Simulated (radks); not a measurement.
Problem. The table gives one normalised radial function P(r) = r R(r) of Pr+ in [Xe] 4f3 6s1 (r in bohr). All-electron calculation, scalar-relativistic Kohn-Sham, RPBE, spin-polarised, spherical densities, finite nucleus; open shells are filled with parallel spins first (spin-orbit coupling, left out, can overturn this in heavy ions); Fermi nuclear charge, rms radius 4.8919 fm. Program: a radial shooting solver on a logarithmic mesh with Libxc functionals.

r,P
0.002896,0.0045
0.003371,0.0058
0.003924,0.0075
0.004568,0.0098
0.005318,0.0126
0.006192,0.0163
0.007266,0.0213
0.008459,0.0272
0.009847,0.0347
0.01146,0.0440
0.01335,0.0554
0.01554,0.0690
0.01809,0.0851
0.02106,0.1036
0.02451,0.1241
0.02877,0.1469
0.03349,0.1683
0.03899,0.1871
0.04539,0.2002
0.05284,0.2036
0.06151,0.1930
0.07161,0.1640
0.08336,0.1137
0.09705,0.0420
0.1139,-0.0517
0.1326,-0.1473
0.1543,-0.2327
0.1797,-0.2872
0.2092,-0.2903
0.2435,-0.2280
0.2835,-0.1003
0.33,0.0739
0.3842,0.2563
0.4509,0.4025
0.5249,0.4481
0.6111,0.3734
0.7114,0.1820
0.8281,-0.0901
0.9641,-0.3854
1.122,-0.6428
1.307,-0.8146
1.521,-0.8759
1.785,-0.8245
2.078,-0.6942
2.419,-0.5257
2.816,-0.3584
3.279,-0.2196
3.817,-0.1200
4.443,-0.0574
5.173,-0.0233
6.022,-0.0080
7.067,-0.0021
8.227,-0.0005
9.578,-0.0001
11.15,0.0000
12.98,0.0000

Which n and l does it have? It may be an empty orbital.

Solution. n = 5, l = 1: the number of nodes gives n - l - 1 = 3, the rise at small r (about r^(l+1), flatter next to the nucleus through relativity) gives l, and the extent must fit the shell. The curve is that of 5p up; the table hardly tells the two spins apart. 5p up: eigenvalue -27.745 eV, 3 radial nodes at r = 0.105, 0.310, 0.790 bohr, <r> = 1.76 bohr, 90 % of the charge inside 2.57 bohr.
